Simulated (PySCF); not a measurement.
PySCF input for C2H8FNSi2, SMILES C=C[SiH2][Si@H](N)F, PBE-D3(BJ)/def2-SVP. The structure is a stationary point at PBE-D3(BJ)/def2-SVP. The structure was generated by enumeration; whether it is a known compound was not checked. One conformer was computed; it need not be the lowest.

```python
import numpy as np
from pyscf import gto, scf, dft, df
from pyscf.hessian import thermo

mol = gto.M(
    atom='''
    C     2.94355525    1.14695905   -0.51768511
    C     2.26702877    0.00831477   -0.26543237
    Si    0.58055225   -0.39421255   -0.98918560
    Si   -1.10956880   -0.41493167    0.64555344
    N    -2.63314395   -0.47968809   -0.16706715
    F    -0.89389560    0.93650474    1.57766946
    H     2.54964993    1.91921121   -1.20112293
    H     3.92164387    1.36124039   -0.05286081
    H     2.71713418   -0.72298342    0.43250562
    H     0.22756044    0.64929216   -2.02157260
    H     0.59662173   -1.74407542   -1.66385038
    H    -1.07439098   -1.57546667    1.59903320
    H    -2.82675203    0.14465375   -0.95334857
    H    -3.49167146   -0.70622165    0.34121628
    ''',
    basis='def2-SVP',
    charge=0,
    spin=0,
    max_memory=1600,
    verbose=3,
)
mf = dft.RKS(mol, xc='pbe').density_fit(auxbasis='def2-universal-jkfit')
mf.disp = 'd3bj'
mf.grids.level = 3
mf.conv_tol = 1e-11
mf.max_cycle = 100
mf.kernel()

# [left out here: the lines that compute and print the analytic Hessian (its translational invariance restored by hand, since the grid's response is missing), thermochemistry and intensities]
```

Output:

```
[...]
Normal mode                   x     y     z       x     y     z       x     y     z
       0   C                 0.00  0.00 -0.00    0.01 -0.00  0.00    0.01 -0.00 -0.00
       1   C                 0.01 -0.01 -0.01    0.00  0.00  0.00   -0.00  0.00  0.00
       2  Si                -0.02 -0.00 -0.00   -0.01 -0.01 -0.03    0.00 -0.00 -0.02
       3  Si                 0.00 -0.01 -0.07    0.02  0.03  0.04   -0.08 -0.05 -0.05
       4   N                 0.02 -0.04  0.09   -0.04 -0.00 -0.02    0.10  0.03  0.02
       5   F                -0.00  0.04  0.03   -0.00 -0.04 -0.03    0.01  0.05  0.04
       6   H                 0.02  0.00 -0.01    0.00 -0.03 -0.03   -0.02  0.00  0.01
       7   H                -0.01  0.01  0.03   -0.01  0.05  0.02   -0.01  0.03  0.02
       8   H                 0.01  0.02  0.01    0.02 -0.02 -0.04    0.00 -0.02 -0.02
       9   H                 0.13  0.12  0.07    0.05  0.46  0.43   -0.02  0.18  0.18
      10   H                 0.13 -0.06  0.12    0.19 -0.27  0.51   -0.01 -0.12  0.22
      11   H                -0.50  0.03  0.01    0.00 -0.10 -0.11    0.33  0.18  0.22
      12   H                 0.43  0.12  0.11   -0.07 -0.03 -0.04   -0.04 -0.01  0.03
      13   H                -0.20  0.02 -0.26   -0.04  0.01 -0.01    0.23 -0.04  0.19
Mode                                21                  22                  23
Irrep
Freq [cm^-1]                      935.1282            979.5764            999.9219
Reduced mass [au]                   1.3492              1.2067              1.0802
Force const [Dyne/A]                0.6951              0.6822              0.6363
Char temp [K]                    1345.4413           1409.3923           1438.6650
Normal mode                   x     y     z       x     y     z       x     y     z
       0   C                 0.07 -0.06 -0.11   -0.08  0.00 -0.05    0.01  0.00  0.01
       1   C                -0.02  0.02  0.03    0.05 -0.04  0.04    0.03 -0.03 -0.06
       2  Si                -0.00  0.00  0.00   -0.01  0.01 -0.01    0.00 -0.00 -0.00
       3  Si                 0.00  0.00  0.00   -0.00  0.00  0.00   -0.00  0.00  0.00
       4   N                -0.00 -0.00 -0.00    0.00  0.00 -0.00    0.00  0.00 -0.00
       5   F                -0.00 -0.00 -0.00    0.00 -0.00 -0.00   -0.00 -0.00 -0.00
       6   H                -0.27  0.26  0.45    0.32  0.32  0.08   -0.26  0.17  0.36
       7   H                -0.28  0.27  0.46   -0.08 -0.47  0.18    0.17 -0.10 -0.30
       8   H                 0.01 -0.01 -0.02    0.42  0.32  0.17   -0.39  0.31  0.56
       9   H                 0.01 -0.02 -0.02   -0.15 -0.03  0.00    0.00  0.04  0.04
      10   H                 0.01  0.01 -0.02    0.07 -0.02  0.05    0.00 -0.02  0.04
      11   H                -0.01 -0.01 -0.01    0.01 -0.01 -0.01    0.01 -0.01 -0.01
      12   H                 0.00  0.00 -0.00   -0.01 -0.00 -0.00   -0.00 -0.00 -0.00
      13   H                -0.01  0.00 -0.01    0.01 -0.00  0.01    0.00 -0.00  0.00
Mode                                24                  25                  26
Irrep
Freq [cm^-1]                     1229.3956           1369.0518           1492.0716
Reduced mass [au]                   1.3207              1.1722              1.1194
Force const [Dyne/A]                1.1761              1.2945              1.4684
Char temp [K]                    1768.8266           1969.7607           2146.7588
Normal mode                   x     y     z       x     y     z       x     y     z
       0   C                 0.04 -0.07  0.07    0.01 -0.00  0.00    0.00  0.00 -0.00
       1   C                -0.08  0.03 -0.06   -0.07 -0.09  0.01   -0.00 -0.00 -0.00
       2  Si                 0.01  0.01 -0.00    0.01  0.00  0.00    0.00  0.00  0.00
       3  Si                -0.00 -0.00 -0.00   -0.00  0.00 -0.00   -0.01 -0.00 -0.00
       4   N                -0.00 -0.00  0.00    0.00 -0.00  0.00    0.08 -0.01  0.03
       5   F                 0.00  0.00  0.00    0.00  0.00  0.00   -0.00  0.00  0.00
       6   H                -0.24 -0.27  0.01    0.51  0.36  0.09   -0.00 -0.00 -0.00
       7   H                 0.04  0.16 -0.07    0.05  0.58 -0.31    0.00 -0.00  0.00
       8   H                 0.56  0.51  0.02    0.09  0.03  0.03   -0.00 -0.00 -0.00
       9   H                -0.04 -0.02 -0.01   -0.01 -0.01  0.01   -0.00 -0.01  0.00
      10   H                -0.01  0.01  0.01    0.01  0.00 -0.00   -0.00  0.00 -0.00
      11   H                -0.00  0.00  0.00    0.00 -0.00 -0.00    0.01  0.02  0.00
      12   H                 0.00 -0.00  0.00   -0.00 -0.00  0.00   -0.65 -0.07  0.14
      13   H                -0.00  0.00 -0.00   -0.00  0.00 -0.00   -0.33  0.32 -0.47
Mode                                27                  28                  29
Irrep
Freq [cm^-1]                     1617.6918           2130.8167           2140.7240
Reduced mass [au]                   4.8677              1.0304              1.0501
Force const [Dyne/A]                7.5053              2.7565              2.8355
Char temp [K]                    2327.4983           3065.7708           3080.0251
Normal mode                   x     y     z       x     y     z       x     y     z
       0   C                -0.10 -0.16  0.03    0.00 -0.00  0.00   -0.00  0.00 -0.00
       1   C                 0.11  0.15 -0.02   -0.00 -0.00  0.00   -0.00 -0.00  0.00
       2  Si                -0.00 -0.00 -0.00    0.01 -0.00  0.03    0.00 -0.04  0.00
       3  Si                -0.00 -0.00 -0.00    0.00 -0.00  0.00   -0.00  0.00 -0.00
       4   N                 0.00 -0.00  0.00   -0.00 -0.00  0.00    0.00  0.00 -0.00
       5   F                -0.00  0.00  0.00   -0.00  0.00  0.00    0.00  0.00 -0.00
       6   H                 0.22  0.04  0.11    0.00  0.00  0.00    0.00  0.00 -0.00
       7   H                -0.10  0.15 -0.15    0.00  0.00 -0.00   -0.00  0.00  0.00
       8   H                -0.10  0.01 -0.07    0.01  0.00  0.00    0.00 -0.00  0.00
       9   H                 0.02  0.01  0.00   -0.19  0.55 -0.53   -0.13  0.40 -0.41
      10   H                -0.02  0.00 -0.01    0.01 -0.53 -0.25   -0.01  0.69  0.35
      11   H                 0.00  0.00  0.00   -0.01  0.03 -0.02    0.00 -0.10  0.08
      12   H                -0.00 -0.00  0.00   -0.00  0.00  0.00   -0.00 -0.00 -0.00
      13   H                -0.00  0.00 -0.00   -0.00  0.00 -0.00   -0.00  0.00 -0.00
Mode                                30                  31                  32
Irrep
Freq [cm^-1]                     2169.8836           3048.9358           3064.9567
Reduced mass [au]                   1.0416              1.0587              1.0908
Force const [Dyne/A]                2.8896              5.7984              6.0373
Char temp [K]                    3121.9795           4386.7398           4409.7903
Normal mode                   x     y     z       x     y     z       x     y     z
       0   C                -0.00  0.00 -0.00   -0.03 -0.05  0.01    0.01  0.03 -0.01
       1   C                -0.00 -0.00  0.00    0.01 -0.01  0.02    0.03 -0.05  0.05
       2  Si                 0.00 -0.01 -0.00   -0.00 -0.00  0.00   -0.00 -0.00 -0.00
       3  Si                 0.00 -0.03  0.02    0.00 -0.00 -0.00    0.00  0.00  0.00
       4   N                -0.00 -0.00  0.00   -0.00  0.00  0.00    0.00  0.00 -0.00
       5   F                -0.00 -0.00  0.00   -0.00  0.00  0.00   -0.00 -0.00 -0.00
       6   H                 0.00  0.00  0.00   -0.23  0.42 -0.38    0.11 -0.22  0.19
       7   H                 0.00 -0.00 -0.00    0.59  0.12  0.29   -0.15 -0.03 -0.08
       8   H                -0.00 -0.00  0.00   -0.14  0.23 -0.22   -0.36  0.58 -0.56
       9   H                -0.01  0.03 -0.03   -0.00  0.00 -0.00   -0.00  0.00 -0.00
      10   H                -0.01  0.11  0.06   -0.00  0.00  0.00    0.00  0.00  0.00
      11   H                -0.03  0.75 -0.61   -0.00  0.00 -0.00    0.00  0.00 -0.00
      12   H                 0.01 -0.00  0.00    0.00  0.00 -0.00   -0.00  0.00  0.00
      13   H                 0.00 -0.00  0.00   -0.00 -0.00  0.00    0.00 -0.00  0.00
Mode                                33                  34                  35
Irrep
Freq [cm^-1]                     3142.8281           3490.2732           3587.8424
Reduced mass [au]                   1.1168              1.0497              1.0961
Force const [Dyne/A]                6.4992              7.5344              8.3135
Char temp [K]                    4521.8300           5021.7260           5162.1064
Normal mode                   x     y     z       x     y     z       x     y     z
       0   C                 0.07 -0.03  0.06   -0.00 -0.00  0.00    0.00 -0.00  0.00
       1   C                 0.00 -0.01  0.01    0.00  0.00 -0.00   -0.00  0.00 -0.00
       2  Si                -0.00 -0.00 -0.00   -0.00 -0.00 -0.00   -0.00 -0.00  0.00
       3  Si                -0.00  0.00  0.00    0.00  0.00  0.00    0.00  0.00 -0.00
       4   N                -0.00  0.00  0.00   -0.05  0.01 -0.01    0.03  0.04 -0.06
       5   F                 0.00  0.00 -0.00    0.00  0.00  0.00    0.00  0.00 -0.00
       6   H                -0.23  0.47 -0.41   -0.00  0.00 -0.00    0.00  0.00 -0.00
       7   H                -0.58 -0.13 -0.28    0.00  0.00  0.00   -0.00  0.00  0.00
       8   H                -0.04  0.07 -0.07   -0.00  0.00 -0.00    0.00 -0.00  0.00
       9   H                -0.00  0.00 -0.00    0.00  0.00 -0.00   -0.00  0.00 -0.00
      10   H                 0.00  0.00 -0.00    0.00  0.00 -0.00    0.00 -0.00 -0.00
      11   H                 0.00  0.00 -0.00    0.00 -0.00  0.00   -0.00 -0.00  0.00
      12   H                -0.00 -0.00 -0.00    0.11 -0.39  0.51    0.14 -0.43  0.55
      13   H                 0.00  0.00 -0.00    0.60  0.18 -0.37   -0.54 -0.14  0.31
temperature 298.1500 [K]
pressure 101325.00 [Pa]
Rotational constants [GHz] 3.96386 1.17378 0.99170
Symmetry number 1
Zero-point energy (ZPE) 0.09478 [Eh]   248855.376 [J/mol]
                           tot       elec      trans        rot        vib
Entropy [J/mol/K]       411.667      0.000    168.584    119.805    123.277
Cv [J/mol/K]            142.700      0.000     12.472     12.472    117.757
Cp [J/mol/K]            151.015      0.000     20.786     12.472    117.757
Internal energy [J/mol]                      3718.434   3718.434 267281.560
Internal energy [Eh]   -813.63446  -813.73909
Enthalpy [J/mol]                             6197.391   3718.434 267281.560
Enthalpy [Eh]          -813.63351
Gibbs free energy [J/mol]                  -44066.033 -32001.521 230526.451
Gibbs free energy [Eh] -813.68026
mode   freq/cm-1   IR/(km/mol)
   1       29.05         1.415
   2       48.67         0.484
   3       92.62         1.285
   4      170.34         3.924
   5      184.77         0.662
   6      261.77         2.150
   7      272.06        28.766
   8      317.82        21.393
   9      386.64       115.436
  10      405.78        54.125
  11      480.70        10.442
  12      501.81        28.257
  13      626.19        59.426
  14      674.62        28.947
  15      716.92         8.491
  16      752.66       269.664
  17      792.24        33.727
  18      839.16        42.887
  19      867.83       108.411
  20      876.38         6.410
  21      908.25       182.052
  22      935.13        30.357
  23      979.58         5.509
  24      999.92         9.718
  25     1229.40         0.544
  26     1369.05         8.694
  27     1492.07        38.846
  28     1617.69         2.381
  29     2130.82        75.600
  30     2140.72        73.559
  31     2169.88       149.811
  32     3048.94        11.183
  33     3064.96         4.850
  34     3142.83         7.888
  35     3490.27        25.946
  36     3587.84        28.435
max |gradient| / (hartree/bohr): 0.00022862993937301584
APT charges: [-0.0457 -0.2921  0.7415  1.3642 -0.8146 -0.62    0.0258  0.0324  0.0118
 -0.2338 -0.2434 -0.2856  0.1845  0.1751]
```

The calculation finished and met its thresholds.
